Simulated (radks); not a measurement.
Values are calculated unless marked as measured or tabulated.
Valence configurations of neutral osmium (all share [Xe]). Level of theory: scalar-relativistic Kohn-Sham, PBE, spin-polarised, spherical densities, finite nucleus; open shells are filled with parallel spins first (spin-orbit coupling, left out, can overturn this in heavy ions); Fermi nuclear charge, rms radius 5.4126 fm (a radial shooting solver on a logarithmic mesh with Libxc functionals). Energies are relative to 4f14 5d6 6s2; eigenvalues in eV for spin up.

\begin{tabular}{lrrrrrr}
valence & E (eV) & moment (Bohr magnetons) & e(4f) & e(5d) & e(6p) & e(6s) \\ \hline
4f14 5d6 6s2 & 0.000 & 4 & -51.911 & -7.224 & - & -6.677 \\
4f14 5d6.5 6s1.5 & 0.330 & 4 & -50.643 & -6.319 & - & -6.359 \\
4f14 5d7 6s1 & 0.753 & 4 & -49.445 & -5.467 & - & -6.051 \\
4f14 5d7 6p1 & 5.641 & 4 & -51.132 & -7.020 & -2.162 & - \\
4f14 5d6.5 6p1.5 & 7.228 & 5 & -53.019 & -8.577 & -2.707 & - \\
4f14 5d6 6p2 & 9.092 & 6 & -54.972 & -10.152 & -3.224 & - \\
4f14 5d5 6p3 & 13.687 & 8 & -59.052 & -13.366 & -4.197 & - \\
4f13.5 5d6 6s2 6p0.5 & 26.616 & 5 & -59.460 & -9.565 & -2.153 & -7.794 \\
4f13 5d7 6s1 6p1 & 54.747 & 6 & -64.149 & -9.779 & -2.496 & -8.135 \\
4f13 5d6 6s2 6p1 & 56.457 & 6 & -67.247 & -11.978 & -2.766 & -8.873 \\
\end{tabular}

NIST lists [Xe] 4f14 5d6 6s2 as the ground configuration; this level of theory agrees among the configurations tried. The energies are those of spherical high-spin densities, not of single terms.
